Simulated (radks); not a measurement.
Values are calculated unless marked as measured or tabulated.
Valence configurations of Pd II (all share [Kr]). Code: a radial shooting solver on a logarithmic mesh with Libxc functionals. Model: Dirac Kohn-Sham, PBE, spin-unpolarised, spherical densities, finite nucleus; open shells fill j = l - 1/2 first; Fermi nuclear charge, rms radius 4.5318 fm. Energies are relative to 4d9; eigenvalues in eV.

| valence | E (eV) | e(4d3/2) | e(4d5/2) | e(5p1/2) | e(5p3/2) | e(5s1/2) |
|---|---|---|---|---|---|---|
| 4d9 | 0.000 | -14.885 | -14.406 | - | - | - |
| 4d8 5s1 | 4.306 | -18.242 | -17.728 | - | - | -12.443 |
| 4d7 5s2 | 10.642 | -21.833 | -21.283 | - | - | -13.863 |
| 4d7 5p2 | 21.881 | -24.235 | -23.676 | -9.613 | - | - |
| 4d6.5 5p2.5 | 29.527 | -26.679 | -26.100 | -10.367 | -9.951 | - |
| 4d5.5 5p3.5 | 47.423 | -31.585 | -30.965 | -11.800 | -11.305 | - |
| 4d8 5p1 | 9.407 | -19.534 | -19.015 | -8.103 | - | - |
| 4d4.5 5s2 5p2.5 | 53.768 | -34.229 | -33.577 | -12.064 | -11.524 | -18.954 |
| 4d6 5p3 | 38.036 | -29.129 | -28.530 | -11.095 | -10.639 | - |
| 4d6 5s1 5p2 | 31.347 | -27.893 | -27.298 | -10.480 | - | -16.663 |

NIST lists [Kr] 4d9 as the ground configuration; this level of theory agrees among the configurations tried. The energies are those of spherical spin-averaged densities, not of single terms.
